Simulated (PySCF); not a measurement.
Distances in Å between the heavy atoms of a computed structure (PBE0-D3(BJ)/def2-SVP; lower triangle, same order across):
```
C1    0.00
C2    1.34  0.00
Si3   2.84  1.87  0.00
C4    4.12  3.08  1.87  0.00
O5    3.20  2.88  1.66  2.88  0.00
Si6   3.91  4.09  3.27  4.32  1.64  0.00
```

Hydrogens: 2 on C1, 1 on C2, 1 on Si3, 3 on C4, 3 on Si6.

Charge 0, singlet.

(1) Read off the bonds between heavy atoms and their formal orders.

(2) Give the structure as a SMILES string.

(3) Classify the heavy atoms.

Answers

(1) C1–C2 (double); C2–Si3 (single); Si3–C4 (single); Si3–O5 (single); O5–Si6 (single).

(2) `C=C[SiH](C)O[SiH3]`, C3H10OSi2. The mark at the stereocentre is left out: distances alone don't tell a structure from its mirror image. Among its features: C=C double bond, Si–H bond, siloxane link and C–Si bond.

(3) C1: terminal =CH2 carbon; C2: alkene CH carbon; Si3: oxygen-bound silicon; C4: Si-methyl carbon; O5: siloxane oxygen; Si6: oxygen-bound silicon.

The values belong to the conformer `[CH2:1]=[CH:2][Si@@H:3]([CH3:4])[O:5][SiH3:6]`: C1–C2–Si3–C4 -120°, C2–Si3–O5–Si6 -14°.
